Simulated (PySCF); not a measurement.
An unknown shows these calculated signals:

$^{1}$H NMR (400 MHz, computed): δ 5.15 (s, 3H), 4.03 (q, 2H), 2.09 (s, 2H), 0.18 (t, 3H).

$^{13}$C{$^{1}$H} NMR (computed): δ 101.8 (CH), 90.7 (C), -11.4 (CH3).

Rapidly exchanging positions averaged, isolated molecule, one conformer, non-relativistic. Coordinates at the GFN2-xTB level; GIAO PBE0/pcSseg-1 shieldings; PySCF 2.14.

Scale: $^{1}$H (σref 31.72), $^{13}$C (σref 186.93) against TMS (reference shieldings calculated alike).

Question: Which of these does the molecule contain: an S-methyl group, a benzene ring, a Si–H bond, a tert-butyl group, a Si–CH3 group, a C≡C triple bond?

Answer: 
- An S-methyl group: no.
- A benzene ring: no.
- A Si–H bond: yes (δH 5.15 (s)).
- A tert-butyl group: no.
- A Si–CH3 group: yes (δC -11.4; δH 0.18 (t)).
- A C≡C triple bond: yes (δC 101.8, 90.7; δH 2.09 (s)).

The data belong to SMILES C#C[Si](C#C)(O[SiH3])[SiH2]C, C$_{5}$H$_{10}$OSi$_{3}$; they needn't prove each group on their own.

Carbon signals by region: 1 in the sp2 and nitrile region (100–160 ppm), 1 at 50–100 ppm, 1 below 50 ppm.

Shifts are as computed. Against solution values, carbons near 30 ppm lie about +3 ppm off and those near 130 ppm about +5 ppm. Of 1211 compounds with measured shifts, 218 miss one by over three times the rms of a fit or turn the order of signals round; such compounds aren't used in these exercises. Multiplicities follow the n + 1 count of equivalent neighbours, as no J values were calculated; m marks all less simple cases, F and P coupling included.
